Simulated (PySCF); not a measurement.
Spectra and structures to be paired. Computed with TDDFT B3LYP/def2-SVPD, vertical, gas phase, core orbitals frozen in the response, def2 core potentials past Kr in PySCF. Geometries: PBE0-D3(BJ)/def2-SVP; one conformer of each isolated species. Triplets are in the Tamm–Dancoff approximation. Atoms past krypton carry core potentials; spin–orbit coupling is left out.

A. `[NH]=[W](=[NH])([F])[F]`
B. `CC[Se]C`
C. `[I][Ge][I]`

Lowest singlet levels (six at most, fewer where fewer were computed) with oscillator strengths:

1. 4.61 eV (f 0.000); 5.30 eV (f 0.032); 5.43 eV (f 0.021); 6.01 eV (f 0.021); 6.31 eV (f 0.015); 6.53 eV (f 0.004); T1 4.23 eV
2. 4.92 eV (f 0.018); 5.07 eV (f 0.002); 5.26 eV (f 0.004); 5.63 eV (f 0.000); 5.79 eV (f 0.002); 6.01 eV (f 0.000); T1 4.23 eV
3. 2.69 eV (f 0.000); 2.71 eV (f 0.002); 3.44 eV (f 0.049); 3.99 eV (f 0.003); 4.13 eV (f 0.003); 4.68 eV (f 0.017); T1 2.12 eV

Problem. Which spectrum belongs to which structure?

Solution. 1 = B, 2 = A, 3 = C.
- A: S1 at 4.92 eV, HOMO→LUMO (88%), HOMO-1→LUMO+1 (8%); for S1 the Löwdin share of tungsten is 14% in HOMO and 60% in LUMO; HOMO -8.10 and LUMO -1.98 eV; point group C2v, 2 of its 6 listed states under f = 0.0005.
- B: S1 at 4.61 eV, HOMO→LUMO (97%); Löwdin shares by element: HOMO selenium 73%, carbon 18% or more; LUMO selenium 62%, carbon 18% or more (atoms not listed hold the other 19%); HOMO -5.80 and LUMO -0.05 eV.
- C: S1 at 2.69 eV, HOMO-1→LUMO (100%); Löwdin shares by element: HOMO iodine 69%, germanium 31%; LUMO germanium 68%, iodine 32%; HOMO -7.14 and LUMO -3.56 eV; point group C2v, 1 of its 6 listed states under f = 0.0005.
